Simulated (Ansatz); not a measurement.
The lowest singlet and triplet of OS (SMILES O=S); geometries from B3LYP-D3(BJ)/def2-TZVP, each state relaxed from the structure named, with no frequency check, low spin by broken symmetry.
Singlet (charge 0, multiplicity 1):
```xyz
2

O      0.0000     0.0000    -0.9930
S      0.0000     0.0000     0.4965
```
Triplet (charge 0, multiplicity 3):
```xyz
2

O      0.000     0.000    -0.993
S      0.000     0.000     0.497
```

A positive gap puts the triplet lower; no zero-point energy. R- takes a restricted singlet, here one determinant of a half-filled degenerate or near-degenerate pair, which mixes singlet states. U- takes an unrestricted singlet (broken symmetry where lower, unprojected). The triplet is unrestricted in single-reference levels. Active spaces average the two states.

Frozen-core correlation.

Codes used: Ansatz (Gaussian orbitals). Each number belongs to the level named beside it.

```tsv
level	gap E(singlet) − E(triplet), adiabatic (kJ/mol)
R-r2SCAN/def2-TZVPP	145.0
R-PBE0/def2-TZVPP	130.5
U-wB97X-V/def2-TZVPP (spin-contaminated)	29.2
R-SCS-MP2/cc-pV(D+d)Z	[?]
SC-NEVPT2 on SA-CASSCF(12,8)/cc-pV(Q+d)Z	72.1
FIC-NEVPT4(SD) on SA-CASSCF(12,8)/cc-pV(T+d)Z	74.8
FIC-MRCISD+Q on SA-CASSCF(12,8)/cc-pV(D+d)Z	[?]
FIC-MRCISD+Q on SA-CASSCF(12,8)/cc-pV(T+d)Z	74.0
FIC-MRCISD+Q on SA-CASSCF(12,8)/cc-pV(Q+d)Z	71.3
```

### Question
Some entries are withheld; supply them.

### Answer

- R-SCS-MP2/cc-pV(D+d)Z, gap E(singlet) − E(triplet), adiabatic (kJ/mol): 87.1
- FIC-MRCISD+Q on SA-CASSCF(12,8)/cc-pV(D+d)Z, gap E(singlet) − E(triplet), adiabatic (kJ/mol): 78.3

Doubts at one or more of the structures used: a restricted determinant that unrestricted orbitals would lower (R-r2SCAN/def2-TZVPP, R-PBE0/def2-TZVPP, R-SCS-MP2/cc-pV(D+d)Z).

Ansatz is a first-principles code.
